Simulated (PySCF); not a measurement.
**Gas-phase XPS of `[BH3-][P+]1(c2ccoc2)CC1`, computed**

Species: C6H10BOP.
SMILES with atom numbers: `[BH3-:1][P+:2]1([c:3]2[cH:4][cH:5][o:6][cH:7]2)[CH2:8][CH2:9]1`

Computed, not measured: delta-SCF UKS SCAN, pcX-2 on the ionised atom, pcseg-1 elsewhere, spin-free X2C (PySCF). Vertical ΔSCF values, vacuum level as zero.

Problem. List the computed XPS lines with their assignment.

Solution. 
```tsv
atom(s)	environment	level	binding energy (eV)	2p1/2 (eV)	above the level's lowest (eV)	count
P2	phosphorus bonded to B and 3 C	P 1s	2150.84	–	0.00	1
O6	furan-type oxygen	O 1s	540.35	–	0.00	1
C5	aromatic CH next to a ring oxygen	C 1s	291.97	–	+1.18	1
C7	aromatic CH next to a ring oxygen	C 1s	291.95	–	+1.16	1
C8/C9	sp3 carbon bound to phosphorus	C 1s	290.87	–	+0.08	2
C3	substituted aromatic carbon	C 1s	290.84	–	+0.05	1
C4	aromatic CH carbon	C 1s	290.79	–	0.00	1
B1	four-coordinate boron	B 1s	193.30	–	0.00	1
P2	phosphorus bonded to B and 3 C	P 2p3/2	137.16	138.05	0.00	1
```

The listed C 1s values span 1.18 eV, from C4 (bonded to 2 C (aromatic in the SMILES) and H) to C5 (bonded to O (aromatic in the SMILES), C (aromatic in the SMILES) and H). The values 290.84 and 290.87 eV; the values 291.95 and 291.97 eV lie too close for their order to be trusted.

Problem. Give the binding energy of P 2p3/2 of P2 in hartree and in kJ/mol.

Solution. 137.16 eV = 5.0405 Eh = 13234 kJ/mol.

Problem. Which photon energy gives electrons from P 2p3/2 of P2 a kinetic energy of 150 eV, and what is their de Broglie wavelength?

Solution. hν = 137.16 + 150 = 287.16 eV, recoil neglected; λ = 12.264 Å/√(E/eV) = 1.00 Å.

One atom of each set of topologically equivalent atoms was ionised and stands for the set; in this conformer not all members are related by symmetry, and their own values weren't computed. Spin–orbit and ligand-field terms were added within each 2p shell after the spin-free SCF. 2p1/2 minus 2p3/2 (ligand field included): P 0.89 eV. Isolated species at its PBE0-D3(BJ)/def2-SVP geometry (one conformer only).

The values belong to the conformer `[BH3-:1][P+:2]1([c:3]2[cH:4][cH:5][o:6][cH:7]2)[CH2:8][CH2:9]1`: B1–P2–C3–C4 32°.
